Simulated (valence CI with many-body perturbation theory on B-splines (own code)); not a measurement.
# Valence orbitals of La³⁵⁺

Level of theory: valence CI with perturbative core correlation (CI+MBPT): four valence electrons over a frozen Dirac-Fock core [Ar], radial functions for each j: 9 s, 9 p, 10 d, 8 f, 5 g, 3 h, 1 i, with the one-electron correlation potential Σ1, the two-electron term Σ2, the three-electron term Σ3, Breit, model QED; selected CI, second order for the rest (own B-spline code, finite nucleus).

The last digits are not significant, and no measured levels were compared; by estimate large intervals hold to a few tenths of a per cent, small ones and those within an open d or f shell to about a per cent. Only levels of the ground parity were solved; by the run's estimate the other parity begins above the list, which can be wrong where configurations are misplaced.

These are the spectroscopic orbitals of the CI (the correlating ones are not listed), shaped by the core and the other valence electrons. h is the expectation value of the core's Dirac-Fock operator, without the valence repulsion; Σ1 is computed up to l = 3 at one energy for each symmetry, that of its lowest orbital but kept below the first core excitation, so for empty shells it is not the orbital's own correlation shift; Breit and QED include the response of the core.

| Orbital | h (hartree) | Σ1 (cm⁻¹) | Breit (cm⁻¹) | QED (cm⁻¹) | ⟨r⟩ (bohr) |
| --- | --- | --- | --- | --- | --- |
| 4s1/2 | -58.289 | -7637 | 5349 | 3954 | 0.5280 |
| 5s1/2 | -35.62 | -2898 | 2580 | 1939 | 0.8625 |
| 6s1/2 | -24.031 | -1447 | 1414 | 1079 | 1.282 |
| 4p1/2 | -56.23 | -10038 | 8492 | -100 | 0.5241 |
| 5p1/2 | -34.606 | -3666 | 4197 | -45.2 | 0.8651 |
| 6p1/2 | -23.459 | -1805 | 2338 | -24.3 | 1.292 |
| 4p3/2 | -54.897 | -9559 | 5259 | 300 | 0.5380 |
| 5p3/2 | -33.963 | -3591 | 2607 | 153 | 0.8822 |
| 6p3/2 | -23.101 | -1787 | 1536 | 86.7 | 1.312 |
| 3d3/2 | -98.214 | -21722 | 11013 | -962 | 0.2331 |
| 4d3/2 | -51.93 | -9829 | 3981 | -268 | 0.5145 |
| 5d3/2 | -32.54 | -3802 | 1943 | -123 | 0.8728 |
| 3d5/2 | -97.379 | -20655 | 5481 | -478 | 0.2361 |
| 4d5/2 | -51.629 | -9545 | 2025 | -107 | 0.5182 |
| 5d5/2 | -32.391 | -3672 | 976 | -45.3 | 0.8773 |
| 4f5/2 | -48.924 | -22823 | 419 | -162 | 0.4679 |
| 5f5/2 | -31.153 | -9236 | 187 | -77.6 | 0.8375 |
| 4f7/2 | -48.823 | -19946 | -186 | -101 | 0.4695 |
| 5f7/2 | -31.098 | -8045 | -66.7 | -45.9 | 0.8394 |
| 5g7/2 | -30.393 |  | 30.3 | -18.8 | 0.7561 |
| 5g9/2 | -30.369 |  | -29.2 | -3.9 | 0.7570 |

Among the shells of the start configuration 3d4, Σ1 is largest in size for 3d3/2, where it is 0.10 % of h.

Lowest root of each symmetry, sizes in configuration state functions:

| J | Parity | Roots | Reference | Variational | Second order | Change by selected CI (cm⁻¹) | Change by second order (cm⁻¹) |
| --- | --- | --- | --- | --- | --- | --- | --- |
| 0 | even | 5 | 19 | 7138 | 25118 | -11434 | -1 |
| 1 | even | 4 | 43 | 17026 | 30727 | -9574 | -2 |
| 2 | even | 8 | 61 | 25264 | 45565 | -9775 | -5 |
| 3 | even | 6 | 57 | 24279 | 57910 | -10506 | -15 |
| 4 | even | 7 | 48 | 24958 | 90353 | -11273 | -19 |
| 5 | even | 2 | 29 | 22358 | 10597 | -10763 | -9 |
| 6 | even | 2 | 15 | 18875 | 7517 | -11058 | -6 |
